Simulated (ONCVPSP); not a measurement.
Which setting gave this result? (O, ONCV)

Base potential:

oxygen, optimised norm-conserving Vanderbilt (ONCV), made with ONCVPSP 4.0.1 (PBEsol, scalar-relativistic). Core [He], reference 2s2 2p4. Waves: 2s: rc 0.60 bohr, ncon 4, nbas 7, qcut 9.6 1/bohr, 2 projectors, debl 1.2 Ha; 2p: rc 1.20 bohr, ncon 3, nbas 6, qcut 9.7 1/bohr, 2 projectors, debl 2.3 Ha. Local part: polynomial inside 0.45 bohr (lpopt 5, dvloc0 0 Ha). Core correction: polynomial model core, fcfact 0.15.

Cutoffs, loose and tight: the cutoffs (Ha) at which the residual kinetic energy of the hardest occupied pseudo-wave falls to 1 and 0.1 mHa per electron. They do not see the model core or the augmentation charge, which bear on the density cutoff. Test errors are all-electron minus pseudo excitation energies from the reference, over the configurations 2s2 2p3; 2s2 2p2; 2s2 2p1; 2s2 2p3.5; variants that change the core or the reference have their own tests.

Only the p radius is moved:

```
p radius (bohr)  cutoff, loose  cutoff, tight  bound ghosts  largest test error (meV)  median size of the test errors
           0.84         268 Ha         345 Ha             s                       +94                         7.5 meV
            1.1         268 Ha         345 Ha             s                      +291                        36.0 meV
           1.24         268 Ha         345 Ha             s                      +435                        58.0 meV
           1.38         268 Ha         345 Ha             s                      +590                        82.4 meV
           1.48         268 Ha         345 Ha             s                      +694                        98.9 meV
           1.64         268 Ha         345 Ha             s                     +1023                       151.6 meV
           1.72         268 Ha         345 Ha             s                     +1230                       186.0 meV
```

One more run gave cutoff, loose: 268 Ha; cutoff, tight: 345 Ha; bound ghosts: s; largest test error (meV): +174; median size of the test errors: 17.8 meV. Which value of the p radius was used?

0.96 bohr. The median size of the test errors moves one way along this sweep, from 7.5 meV at 0.84 to 186.0 meV at 1.72 bohr, which places the run between 0.84 and 1.1 bohr.
